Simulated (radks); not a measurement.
Results of a calculation; reference values are marked as such.
The nuclear charge of the germanium ion Ge+ is varied continuously with 31 electrons held in [Ar] 3d10 4s2 4p1. Level of theory: scalar-relativistic Kohn-Sham, LDA (Slater exchange, Perdew-Wang correlation), spin-polarised, spherical densities, finite nucleus; open shells are filled with parallel spins first; Fermi nuclear charge, rms radius 4.0742 fm (a radial shooting solver on a logarithmic mesh with Libxc functionals). By the Hellmann-Feynman theorem dE/dZ = E(electron-nucleus)/Z, the electronic potential at the nucleus (averaged over a nucleus of fixed radius). The scalar-relativistic energy here is not variational (the density holds large components alone), so the two differ by a part that grows with Z.

Z      E (hartree)  E(electron-nucleus)/Z (hartree)  HOMO  e(HOMO) (eV)  <r> HOMO (bohr)
31.5   -2017.53509                         -154.310    4p        -6.999            2.833
31.75  -2056.36718                         -155.963    4p        -9.317            2.663
32     -2095.61368                         -157.614    4p       -11.812            2.522
32.25  -2135.27422                         -159.264    4p       -14.473            2.403
32.5   -2175.34854                         -160.913    4p       -17.292            2.300
32.75  -2215.83646                         -162.561    4p       -20.263            2.209
33     -2256.73788                         -164.209    4p       -23.381            2.127

The central difference of E at Z = 32 is -157.814 hartree, to compare with the third column; the second derivative is -6.62 hartree.
